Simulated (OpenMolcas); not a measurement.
d8 ions of charge +3 down a group on the Cd site of KCdF3

```json
{"Program": "OpenMolcas 26.06", "Method": "CASSCF", "Spin-orbit coupling": "RASSI with atomic mean-field integrals over the reference wave functions"}
```

The d shell is active. Each dopant is a cluster with its nearest anions in model potentials and point charges, with no relaxation and no local charge compensation. Distances were set from a Shannon-type radius of the metal (high-spin where two are listed) plus a fixed donor radius (F 1.31 Å), in hosts weighted 0.65 to 0.35 with the host's distance in the model lattice. Ligand basis ANO-RCC-VDZP, DKH2 Hamiltonian. States (labels of O, the rotations of Oh). Energies in cm-1 above the lowest state or level, χT in cm3 K/mol; 10Dq and B are least-squares fits to the states below 45000 cm-1, weighted by degeneracy, with a free offset, and given where the rms deviation is under 5 % of |10Dq| (or 100 cm-1) and under 700 cm-1. Spin-only χT is S(S+1) / 2 for the spin of the ground state.

```json
{"Ion": "Ag3+", "Shell": "4d8", "R (Å)": "2.092", "Metal basis": "ANO-RCC-VTZP", "Ground state": "3A2", "First state of that spin": "3T2 16067", "10Dq": "15694", "B (rms of fit)": "921 (109)", "First gap with spin-orbit (degeneracies)": "11896 (3, 2)", "χT at 300 K": "1.304", "First state of another spin": "1E 12609", "Spin-only χT": "1.000"}
{"Ion": "Au3+", "Shell": "5d8", "R (Å)": "2.157", "Metal basis": "ANO-RCC-VTZP", "Ground state": "3A2", "First state of that spin": "3T2 17708", "10Dq": "17414", "B (rms of fit)": "826 (115)", "First gap with spin-orbit (degeneracies)": "9858 (3, 2)", "χT at 300 K": "1.645", "First state of another spin": "1E 11976", "Spin-only χT": "1.000"}
```

|10Dq| changes by a factor of 17414 / 15694 = 1.11 from Ag3+ to Au3+.

B goes from 921 cm-1 (Ag3+) to 826 cm-1 (Au3+).

Every ion keeps the highest spin of its shell. χT departs most from the spin-only value for Au3+, by +0.645 cm3 K/mol.

Without dynamic correlation the repulsion within the d shell is too large (B by tens of per cent), so at a given field states of lower spin stand too high. Real 4d8 and 5d8 ions are as a rule square planar and diamagnetic. With metal d orbitals alone the field can be off either way by tens of per cent. Ligand-to-metal charge-transfer states are missing. With no ligand orbital active B as a rule stays too high, so bands that hang on it stand too high and its fall with covalency is understated. The least metal-like active orbital is 77 % on the metal (Löwdin) and no ligand orbital is active, so the numbers are rough (holds for Ag3+). The least metal-like active orbital is 78 % on the metal (Löwdin) and no ligand orbital is active, so the numbers are rough (holds for Au3+). No measured value stands beside these numbers; the geometry was set by hand and not optimised.
